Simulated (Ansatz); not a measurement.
`C[O][In]([Cl])[Cl]` + HI → `[Cl][In]([Cl])[I]` + CH₃OH at 298.15 K and 1 bar (ligand exchange at the In–O bond).

Computed with Ansatz on PBE0-D4/def2-TZVP structures; ΔE is electronic, products minus reactants. CBS: MP2 limit from def2 TZ/QZ plus the TZ coupled-cluster correction, frozen cores. This one scheme is used for every species. def2 core potentials past Kr. For I, In outer-core shells are correlated without core-valence functions, which leaves a few kJ/mol of doubt a bond. Each species was taken in one conformer, which may not be the lowest.

```
             species  CCSD(T)/CBS energy (Eh)  H − E (kJ/mol)  S (J/(mol·K))
`C[O][In]([Cl])[Cl]`              -1224.50245           137.7          402.7
                  HI               -298.03592            22.7          206.5
 `[Cl][In]([Cl])[I]`              -1406.96832            26.4          369.4
               CH₃OH               -115.61712           146.3          238.2
```

H − E and S are ideal-gas, rigid-rotor, harmonic terms from PBE0-D4/def2-TZVP, for one conformer and one mirror image of each species. 1 Eh = 2625.50 kJ/mol, R = 8.31446 J/(mol·K).

Task: By hand: ΔE, ΔH, ΔS and ΔG.

Result: ΔE = (-1406.96832) + (-115.61712) − (-1224.50245) − (-298.03592) = -0.04707 Eh = -123.6 kJ/mol. Δ(H − E) = 26.4 + 146.3 − 137.7 − 22.7 = 12.3, so ΔH = -111.3 kJ/mol. ΔS = 369.4 + 238.2 − 402.7 − 206.5 = -1.6 J/(mol·K). ΔG = -111.3 − 298.15 × (-1.6)/1000 = -110.8 kJ/mol.

Task: By hand: the equilibrium constant, and the temperature at which ΔG would vanish if ΔH and ΔS stayed fixed.

Result: log₁₀ K = −ΔG/(RT ln 10) = 19.4. ΔG = 0 at ΔH/ΔS = 69562 K, far beyond where these terms or the molecules hold.

The number of gas molecules stays the same, so ΔS is small and ΔH decides. A doubt of 5 kJ/mol in ΔE shifts log₁₀ K by 0.9 here. Other conformers and mirror images would add mixing entropy, several J/(mol·K) or more a flexible species. Modes under 60 cm⁻¹, often nearly free rotors, make the harmonic entropy too high. These are equilibria of isolated gas molecules and say nothing of rates. Largest T1 diagnostic: 0.015 (customary marks: 0.02 for closed shells, 0.045 for open ones).
